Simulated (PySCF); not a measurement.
C4H12Mo, multiplicity 1. Atoms are numbered in the order given.

```xyz
17

Mo     0.0000     0.0000     0.0000
C     -1.1498    -1.1498     1.2890
C     -1.1498     1.1498    -1.2890
C      1.1498    -1.1498    -1.2890
C      1.1498     1.1498     1.2890
H     -1.9027    -0.6247     1.9042
H     -0.6247    -1.9027     1.9042
H     -1.6830    -1.6830     0.4658
H     -0.6247     1.9027    -1.9042
H     -1.6830     1.6830    -0.4658
H     -1.9027     0.6247    -1.9042
H      1.6830    -1.6830    -0.4658
H      0.6247    -1.9027    -1.9042
H      1.9027    -0.6247    -1.9042
H      1.9027     0.6247     1.9042
H      0.6247     1.9027     1.9042
H      1.6830     1.6830     0.4658
```

Geometry: B3LYP-D3(BJ)/def2-SVP. The multiplicity is an assumed one; other spin states were not compared. The def2 effective core potentials stand for the cores of Mo; spin–orbit coupling is left out.

Computed with HF/def2-TZVP run with PySCF.

Atomic charges (e):

```json
[
 {"atom": "Mo1", "Löwdin": "0.71", "Mulliken": "1.38"},
 {"atom": "C2", "Löwdin": "-0.52", "Mulliken": "-0.70"},
 {"atom": "C3", "Löwdin": "-0.52", "Mulliken": "-0.70"},
 {"atom": "C4", "Löwdin": "-0.52", "Mulliken": "-0.70"},
 {"atom": "C5", "Löwdin": "-0.52", "Mulliken": "-0.70"},
 {"atom": "H6", "Löwdin": "0.11", "Mulliken": "0.12"},
 {"atom": "H7", "Löwdin": "0.11", "Mulliken": "0.12"},
 {"atom": "H8", "Löwdin": "0.13", "Mulliken": "0.12"},
 {"atom": "H9", "Löwdin": "0.11", "Mulliken": "0.12"},
 {"atom": "H10", "Löwdin": "0.13", "Mulliken": "0.12"},
 {"atom": "H11", "Löwdin": "0.11", "Mulliken": "0.12"},
 {"atom": "H12", "Löwdin": "0.13", "Mulliken": "0.12"},
 {"atom": "H13", "Löwdin": "0.11", "Mulliken": "0.12"},
 {"atom": "H14", "Löwdin": "0.11", "Mulliken": "0.12"},
 {"atom": "H15", "Löwdin": "0.11", "Mulliken": "0.12"},
 {"atom": "H16", "Löwdin": "0.11", "Mulliken": "0.12"},
 {"atom": "H17", "Löwdin": "0.13", "Mulliken": "0.12"}
]
```
